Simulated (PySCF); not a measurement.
C8H7F.
Structure used (GFN2-xTB), in Å, numbered top down from 1:
```xyz
16
C8H7F angstrom
C      3.7081   -0.4255   -1.6040
C      3.0323    0.0562   -0.7334
C      2.3027    0.6440    0.3095
C      0.9647    0.6001    0.4625
C      0.0270   -0.0532   -0.4040
F      0.5517   -0.6882   -1.4818
C     -1.3151   -0.1126   -0.2778
C     -2.1059    0.4732    0.7659
C     -3.4337    0.3650    0.8125
H      4.2708   -0.8572   -2.3765
H      2.8994    1.1749    1.0415
H      0.5283    1.0985    1.3146
H     -1.8529   -0.6579   -1.0419
H     -1.5907    1.0231    1.5406
H     -3.9820   -0.1749    0.0587
H     -4.0124    0.8107    1.6021
```

Method used: TDDFT PBE0/def2-SVPD, vertical, gas phase, core orbitals frozen in the response in PySCF.

Ground-to-excited transition dipoles (e·a0, same axes as the geometry; the sign carries no meaning), for the states with f of 0.002 or more among the lowest 8:

| state | E (eV) | μx | μy | μz |
| --- | --- | --- | --- | --- |
| S1 | 4.064 | 3.030 | -0.100 | -0.655 |
| S3 | 4.980 | 0.379 | -0.077 | -0.185 |
| S5 | 5.753 | -0.660 | -0.066 | 0.000 |
| S7 | 6.470 | 0.013 | -0.124 | 0.079 |
| S8 | 6.608 | 0.097 | 0.044 | 0.034 |

Q: Work out the oscillator strengths.

A: f = (2/3) ΔE |μ|² with ΔE in hartree (27.2114 eV).

| state | \|μ\|² (au) | \|μ\| (D) | f |
| --- | --- | --- | --- |
| S1 | 9.623 | 7.88 | 0.958 |
| S3 | 0.184 | 1.09 | 0.022 |
| S5 | 0.440 | 1.69 | 0.062 |
| S7 | 0.022 | 0.37 | 0.003 |
| S8 | 0.013 | 0.29 | 0.002 |

Q: The point group is Cs. Which irreducible representation does each state belong to?

A: Polarised normal to the mirror plane, so A″: S7. Polarised in the mirror plane, so A′: S1, S3, S5 and S8.

Q: What angle do the transition dipoles of S1 and S5 make?

A: |cos θ| = |μa·μb| / (|μa| |μb|) = 0.97, so θ ≈ 14° (taken between 0 and 90°, since the signs are arbitrary).

Q: How is the summed strength of these states shared among x, y and z?

A: (2/3) Σ ΔE μα² gives 0.995 for x, 0.005 for y and 0.048 for z, 1.048 in all.

Q: What peak molar absorption coefficient would the strongest computed level give as a lone Gaussian band 0.5 eV wide at half height?

A: ε(max) = 2.175×10⁸ f / FWHM, with the width in cm⁻¹. S1: 2.175×10⁸ × 0.9581 / 4033 ≈ 52000 L mol⁻¹ cm⁻¹.

The run took 50 s on an Arm Neoverse V2 with one thread, no GPU, on a shared host, and the process peaked at 1.0 GiB of memory.

One conformer stands for the species.
